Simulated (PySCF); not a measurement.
**C²⁺ (carbon, charge +2) across methods**

[He] 2s1 3s1, 3s spin antiparallel (an excited configuration). Computed with PySCF 2.14 in aug-cc-pVTZ (5s4p3d2f, 46 functions), with the non-relativistic Hamiltonian (point nucleus).

| method | E (hartree) | mean ε 1s α (eV) | mean ε 3s β (eV) | mean ε 2s α (eV) | Σ⟨r²⟩ (bohr²) | ⟨S²⟩ |
| --- | --- | --- | --- | --- | --- | --- |
| r2SCAN | -36.4853 | -312.30 | -40.662 | -40.662 | 4.596 | 0.000 |
| LDA | -36.1285 | -305.73 | -40.146 | -40.146 | 4.614 | 0.000 |
| PBE | -36.4590 | -308.36 | -40.349 | -40.349 | 4.577 | 0.000 |
| wB97M-V | -36.5349 | -320.56 | -44.493 | -44.493 | 4.593 | 0.000 |
| M06-2X | -36.5285 | -325.80 | -43.743 | -43.743 | 4.538 | 0.000 |
| B3LYP | -36.5157 | -316.26 | -41.767 | -41.767 | 4.589 | 0.000 |
| PBE0 | -36.4698 | -317.49 | -42.029 | -42.029 | 4.578 | 0.000 |
| UHF | -36.40746 | -344.22 | -46.096 | -46.096 | 4.624 | 0.000 |

(1) Estimate the same row for M06-L.

The outer electron is Rydberg-like, and this basis confines it to a smaller radius and binds it less than a complete one would. With the s spin flipped the determinant is a mixture of two multiplicities, not a spectroscopic state.

Answers

(1) E (hartree) = -36.5154; mean ε 1s α (eV) = -312.42; mean ε 3s β (eV) = -40.817; mean ε 2s α (eV) = -40.817; Σ⟨r²⟩ (bohr²) = 4.531; ⟨S²⟩ = 0.000.
